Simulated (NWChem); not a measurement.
# SiH₂S₂Cl₂; SMILES Cl[Si](S)(Cl)S

```xyz
7

S      1.5773     0.8674     1.1368
Si     0.0000     0.0000    -0.0210
S     -1.5773    -0.8674     1.1368
Cl     0.9650    -1.3790    -1.2192
Cl    -0.9650     1.3790    -1.2192
H      0.7665     1.6615     1.8715
H     -0.7665    -1.6615     1.8715
```
Atoms are numbered in this order, from 1.

Level: B3LYP/6-31G* (spherical d) (NWChem), optimised geometry, unscaled harmonic frequencies. 

### Question
List the harmonic frequencies with IR intensities, and the thermochemistry.

### Answer
| frequency (cm⁻¹) | IR intensity (km/mol) |
|---|---|
| 116 | 1.4 |
| 141 | 0.4 |
| 189 | 5.7 |
| 204 | 8.9 |
| 204 | 3.1 |
| 224 | 31.3 |
| 286 | 22.0 |
| 383 | 0.6 |
| 568 | 155.7 |
| 572 | 163.4 |
| 574 | 132.0 |
| 787 | 0.0 |
| 810 | 23.8 |
| 2673 | 4.4 |
| 2673 | 0.4 |

```json
{
 "zero_point_energy": "14.9 kcal/mol",
 "thermal correction to the enthalpy at 298.15 K (with zero-point energy)": "20.4 kcal/mol",
 "heat capacity Cv": "24.9 cal/(mol K)",
 "entropy at 298.15 K and 1 atm (symmetry number 2)": "88.0 cal/(mol K)",
 "dipole_moment": "2.01 D"
}
```

Rigid rotor and harmonic oscillator.
